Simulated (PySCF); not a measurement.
Sn(H)2(NH2)(NMe2) (C2H10N2Sn), SMILES [N]([SnH2][NH2])(C)C. Atoms are numbered in the order given.

```xyz
15

Sn     0.5324    -0.4800    -0.0255
N      1.8428     1.1061     0.1753
N     -1.2713     0.4943     0.1864
C     -2.4767    -0.2722     0.4085
C     -1.4717     1.7111    -0.5740
H      0.5077    -1.6931     1.2178
H      0.8961    -1.1362    -1.5984
H      1.9567     1.3852     1.1588
H      2.7802     0.8726    -0.1781
H     -3.2270     0.3337     0.9720
H     -2.9876    -0.6128    -0.5312
H     -2.2653    -1.1756     1.0193
H     -2.1750     2.3927    -0.0374
H     -1.9050     1.5453    -1.5960
H     -0.5091     2.2503    -0.6891
```

Coordinates come from a PBE-D3(BJ)/def2-SVP optimisation. The def2 effective core potentials stand for the cores of Sn; spin–orbit coupling is left out. Other conformers were not sampled.

All values below come from PBE-D3(BJ)/def2-SVP (PySCF 2.14.0).

Frequencies are harmonic and unscaled.

```json
[
 {"mode": "1", "ν (cm⁻¹)": "62", "IR (km/mol)": "1.5", "moving atoms (share of kinetic energy)": "C 35 %, H 32 %, N 27 %"},
 {"mode": "2", "ν (cm⁻¹)": "111", "IR (km/mol)": "3.0", "moving atoms (share of kinetic energy)": "N 42 %, H 37 %, C 12 %, Sn 9 %"},
 {"mode": "3", "ν (cm⁻¹)": "154", "IR (km/mol)": "1.7", "moving atoms (share of kinetic energy)": "N 44 %, H 42 %, C 12 %"},
 {"mode": "4", "ν (cm⁻¹)": "177", "IR (km/mol)": "20.4", "moving atoms (share of kinetic energy)": "H 78 %, N 11 %, C 11 %"},
 {"mode": "5", "ν (cm⁻¹)": "248", "IR (km/mol)": "5.0", "moving atoms (share of kinetic energy)": "H 50 %, C 28 %, N 19 %"},
 {"mode": "6", "ν (cm⁻¹)": "262", "IR (km/mol)": "3.1", "moving atoms (share of kinetic energy)": "H 77 %, N 10 %, C 10 %"},
 {"mode": "7", "ν (cm⁻¹)": "278", "IR (km/mol)": "1.7", "moving atoms (share of kinetic energy)": "H 83 %, C 9 %"},
 {"mode": "8", "ν (cm⁻¹)": "295", "IR (km/mol)": "10.0", "moving atoms (share of kinetic energy)": "C 41 %, H 31 %, Sn 14 %, N 14 %"},
 {"mode": "9", "ν (cm⁻¹)": "404", "IR (km/mol)": "32.3", "moving atoms (share of kinetic energy)": "H 89 %"},
 {"mode": "10", "ν (cm⁻¹)": "466", "IR (km/mol)": "40.8", "moving atoms (share of kinetic energy)": "H 87 %, N 10 %"},
 {"mode": "11", "ν (cm⁻¹)": "512", "IR (km/mol)": "21.4", "moving atoms (share of kinetic energy)": "N 34 %, H 30 %, C 29 %"},
 {"mode": "12", "ν (cm⁻¹)": "521", "IR (km/mol)": "82.6", "moving atoms (share of kinetic energy)": "N 64 %, H 28 %"},
 {"mode": "13", "ν (cm⁻¹)": "587", "IR (km/mol)": "182.6", "moving atoms (share of kinetic energy)": "H 96 %"},
 {"mode": "14", "ν (cm⁻¹)": "617", "IR (km/mol)": "17.0", "moving atoms (share of kinetic energy)": "H 69 %, N 25 %"},
 {"mode": "15", "ν (cm⁻¹)": "668", "IR (km/mol)": "113.0", "moving atoms (share of kinetic energy)": "H 97 %"},
 {"mode": "16", "ν (cm⁻¹)": "843", "IR (km/mol)": "29.0", "moving atoms (share of kinetic energy)": "H 90 %, N 9 %"},
 {"mode": "17", "ν (cm⁻¹)": "969", "IR (km/mol)": "86.4", "moving atoms (share of kinetic energy)": "C 45 %, H 31 %, N 24 %"},
 {"mode": "18", "ν (cm⁻¹)": "1054", "IR (km/mol)": "2.7", "moving atoms (share of kinetic energy)": "H 74 %, C 24 %"},
 {"mode": "19", "ν (cm⁻¹)": "1079", "IR (km/mol)": "1.3", "moving atoms (share of kinetic energy)": "H 80 %, C 20 %"},
 {"mode": "20", "ν (cm⁻¹)": "1118", "IR (km/mol)": "0.9", "moving atoms (share of kinetic energy)": "H 70 %, C 20 %, N 10 %"},
 {"mode": "21", "ν (cm⁻¹)": "1218", "IR (km/mol)": "58.1", "moving atoms (share of kinetic energy)": "N 54 %, C 32 %, H 14 %"},
 {"mode": "22", "ν (cm⁻¹)": "1227", "IR (km/mol)": "18.4", "moving atoms (share of kinetic energy)": "H 38 %, N 36 %, C 26 %"},
 {"mode": "23", "ν (cm⁻¹)": "1375", "IR (km/mol)": "0.9", "moving atoms (share of kinetic energy)": "H 88 %, C 11 %"},
 {"mode": "24", "ν (cm⁻¹)": "1391", "IR (km/mol)": "4.3", "moving atoms (share of kinetic energy)": "H 92 %"},
 {"mode": "25", "ν (cm⁻¹)": "1401", "IR (km/mol)": "10.7", "moving atoms (share of kinetic energy)": "H 90 %, C 10 %"},
 {"mode": "26", "ν (cm⁻¹)": "1413", "IR (km/mol)": "14.2", "moving atoms (share of kinetic energy)": "H 94 %"},
 {"mode": "27", "ν (cm⁻¹)": "1428", "IR (km/mol)": "24.5", "moving atoms (share of kinetic energy)": "H 96 %"},
 {"mode": "28", "ν (cm⁻¹)": "1448", "IR (km/mol)": "4.3", "moving atoms (share of kinetic energy)": "H 95 %"},
 {"mode": "29", "ν (cm⁻¹)": "1487", "IR (km/mol)": "10.0", "moving atoms (share of kinetic energy)": "H 92 %, N 8 %"},
 {"mode": "30", "ν (cm⁻¹)": "1790", "IR (km/mol)": "199.9", "moving atoms (share of kinetic energy)": "H 99 %"},
 {"mode": "31", "ν (cm⁻¹)": "1818", "IR (km/mol)": "192.6", "moving atoms (share of kinetic energy)": "H 99 %"},
 {"mode": "32", "ν (cm⁻¹)": "2845", "IR (km/mol)": "76.0", "moving atoms (share of kinetic energy)": "H 95 %"},
 {"mode": "33", "ν (cm⁻¹)": "2851", "IR (km/mol)": "208.3", "moving atoms (share of kinetic energy)": "H 95 %"},
 {"mode": "34", "ν (cm⁻¹)": "2922", "IR (km/mol)": "115.5", "moving atoms (share of kinetic energy)": "H 92 %"},
 {"mode": "35", "ν (cm⁻¹)": "2930", "IR (km/mol)": "14.9", "moving atoms (share of kinetic energy)": "H 92 %, C 8 %"},
 {"mode": "36", "ν (cm⁻¹)": "3019", "IR (km/mol)": "19.8", "moving atoms (share of kinetic energy)": "H 91 %, C 9 %"},
 {"mode": "37", "ν (cm⁻¹)": "3039", "IR (km/mol)": "4.9", "moving atoms (share of kinetic energy)": "H 91 %, C 9 %"},
 {"mode": "38", "ν (cm⁻¹)": "3418", "IR (km/mol)": "6.3", "moving atoms (share of kinetic energy)": "H 96 %"},
 {"mode": "39", "ν (cm⁻¹)": "3518", "IR (km/mol)": "6.9", "moving atoms (share of kinetic energy)": "H 92 %, N 8 %"}
]
```
